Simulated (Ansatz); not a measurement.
Single points on Si14H20, a nanocrystal cut from cubic silicon.

```yaml
crystal:
  periodic: [false, false, false]
  atoms:
    - {symbol: Si, position_ang: [0.677236, -3.402299, 0.677537]}
    - {symbol: Si, position_ang: [-2.038690, 2.041421, -2.036613]}
    - {symbol: Si, position_ang: [0.672246, -0.677724, -2.037236]}
    - {symbol: Si, position_ang: [-2.038939, -0.675915, 0.677910]}
    - {symbol: Si, position_ang: [0.681542, -0.683221, 3.399282]}
    - {symbol: Si, position_ang: [0.676443, 2.035492, 0.677838]}
    - {symbol: Si, position_ang: [3.400656, -0.680271, 0.676451]}
    - {symbol: Si, position_ang: [-3.400687, 0.683352, -0.675932]}
    - {symbol: Si, position_ang: [-0.680298, -2.038072, -0.675728]}
    - {symbol: Si, position_ang: [2.039860, -2.041621, 2.035058]}
    - {symbol: Si, position_ang: [-0.679927, 0.682390, -3.399673]}
    - {symbol: Si, position_ang: [-0.675514, 3.401486, -0.679053]}
    - {symbol: Si, position_ang: [2.034878, 0.674544, -0.677432]}
    - {symbol: Si, position_ang: [-0.675637, 0.674248, 2.038988]}
    - {symbol: H, position_ang: [1.537763, -4.286558, -0.191626]}
    - {symbol: H, position_ang: [-0.188582, -4.285122, 1.542924]}
    - {symbol: H, position_ang: [-2.911125, 2.914813, -2.908418]}
    - {symbol: H, position_ang: [1.552333, -1.558806, -2.893917]}
    - {symbol: H, position_ang: [-2.896629, -1.555581, 1.558402]}
    - {symbol: H, position_ang: [-0.184637, -1.547450, 4.282892]}
    - {symbol: H, position_ang: [1.545525, 0.183058, 4.283022]}
    - {symbol: H, position_ang: [1.559491, 2.889715, 1.558334]}
    - {symbol: H, position_ang: [4.286117, -1.541441, -0.190823]}
    - {symbol: H, position_ang: [4.282279, 0.187678, 1.540913]}
    - {symbol: H, position_ang: [-4.287719, -0.181079, -1.538376]}
    - {symbol: H, position_ang: [-4.281007, 1.548115, 0.193061]}
    - {symbol: H, position_ang: [-1.562414, -2.893530, -1.555961]}
    - {symbol: H, position_ang: [2.912829, -2.914930, 2.906380]}
    - {symbol: H, position_ang: [-1.542618, -0.180002, -4.288388]}
    - {symbol: H, position_ang: [0.191025, 1.546943, -4.278259]}
    - {symbol: H, position_ang: [0.195690, 4.278956, -1.544481]}
    - {symbol: H, position_ang: [-1.535343, 4.290957, 0.185399]}
    - {symbol: H, position_ang: [2.888939, 1.555971, -1.559715]}
    - {symbol: H, position_ang: [-1.555067, 1.554473, 2.897210]}
basis:
  gaussian: {orbitals: def2-TZVP, fitting: {mean_field: def2-universal-jkfit}, initial_orbitals: start.molden}
hamiltonian: {xc: pbe0, dispersion: d4}
scf: {omitted_lower_state_checks: [starts]}
output: {orbitals: {seedname: orbitals}}
```

The file start.molden holds the orbitals of an earlier run on this structure, at another level or in another basis.

```sh
$ ansatz run in.yaml --threads 2 --pin off --events-out ev --progress --plain --max-ram 32768MiB --backend cuda --devices 0, --max-vram 18GiB
```

It prints (some lines left out):

```
Functional definition: PBE0
  name "PBE0"
  cite "Adamo & Barone, J. Chem. Phys. 110, 6158 (1999) doi:10.1063/1.478522"
  cite "Perdew, Burke & Ernzerhof, Phys. Rev. Lett. 77, 3865 (1996) doi:10.1103/PhysRevLett.77.3865"
  parent pbe
  parameter a = 0.25
  parameter kappa = 0.804
  parameter beta = 0.06672455060314922
  exchange = (1 - a)*pbe_x(kappa = kappa, mu = beta*pi^2/3) + a*exact_x
  correlation = pbe_c(beta = beta)
these checks for a lower state are left out or cut short: starts
2152 factors; integrals over basis functions are off by at most 5.8e-1 eV
mean field evaluation 1: about -110566.0825 eV, gradient 2.3e2 eV
mean field evaluation 2: about -110573.2603 eV, gradient 8.6e0 eV
mean field evaluation 4: about -110573.5021 eV, gradient 2.5e-1 eV
mean field evaluation 8: about -110573.5026 eV, gradient 9.5e-6 eV
mean field -110573.50264838 eV, -4063.5012729158 hartree, gradient 9.5e-6 eV, S^2 0.000000; 0 other end points of the search recorded, 0 dependent functions left out
reference -110573.50271756 eV, -4063.5012754583 hartree; 108, 108 occupied and 530, 530 virtual orbitals, 2152 factors
Total energy: -110575.45743774 eV, -4063.5731101001 hartree
Checks for a lower state left out: starts
```

It took 7.5 s on 2 threads of AMD EPYC 7R13 on a shared host and a share (18 GiB) of an NVIDIA H100 80GB HBM3.

As the first input, with `gaussian: {orbitals: def2-SVP, initial_orbitals: start.molden}`, `hamiltonian: {xc: pbe, dispersion: d4}` (abridged; 8 s):

```
Functional definition: PBE
mean field -110524.21637068 eV, -4061.6900356181 hartree, gradient 1.6e-5 eV, S^2 0.000000
Total energy: -110526.37819328 eV, -4061.7694811333 hartree
Checks for a lower state left out: starts
```

The first input with `hamiltonian: {xc: {name: r2SCANh}, dispersion: d4}` (abridged; 11 s):

```
Functional definition: r2SCANh
mean field -110609.16636318 eV, -4064.8118902611 hartree, gradient 1.9e-5 eV, S^2 0.000000
Total energy: -110609.83362194 eV, -4064.8364115683 hartree
Checks for a lower state left out: starts
```

The first input with `gaussian: {orbitals: def2-SVP, initial_orbitals: start.molden}`, `hamiltonian: {xc: {name: LC-wPBE, parameters: {omega: 0.1/bohr}}}` (abridged; 8.5 s):

```
Functional definition: LC-wPBE
mean field -110533.97849223 eV, -4062.0487869677 hartree, gradient 2.4e-5 eV, S^2 0.000000
Total energy: -110533.97849248 eV, -4062.0487869771 hartree
Checks for a lower state left out: starts
```

Geometry: PBE-D4/def2-SVP.

Single mean-field runs in def2-TZVP are fitted with def2-universal-jkfit.
